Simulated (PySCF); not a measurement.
```xyz
4
charge 1 multiplicity 1, angstrom
C     0.0000    0.0000    0.0000
Br    1.8075    0.0000    0.0000
Br   -0.9037    1.5653    0.0000
Br   -0.9038   -1.5653    0.0000
```

Level of theory: PBE0/[C def2-SVP, Br def2-SVP], no relativity, density fitting, PySCF.

This geometry of CBr₃⁺ is a stationary point at this level.

Q: What is the point group?

A: D3h.

Q: Is it a minimum?

A: Yes: all harmonic wavenumbers are real.

Q: List the harmonic modes with their infrared intensities.

A: 
```tsv
symmetry	ω (cm⁻¹)	IR (km/mol, summed over degenerate members)
e'	187	0.0
a1'	334	0.0
a2''	446	2.4
e'	919	466
```

Q: What are the dipole moment and the gap between the highest occupied and lowest empty levels?

A: 0.00 D about the centre of mass and 4.35 eV.

Q: Give the ideal-gas entropy at 298.15 K and 1 bar by parts.

A: translation 177.7, rotation 110.8, vibration 28.6, spin 0.0; total 317.0 J/(mol K).

In D3h the vibrations span 2e' + a1' + a2''. The a1' mode carries no infrared intensity, as symmetry demands.

Other isomers or separated fragments may lie lower.
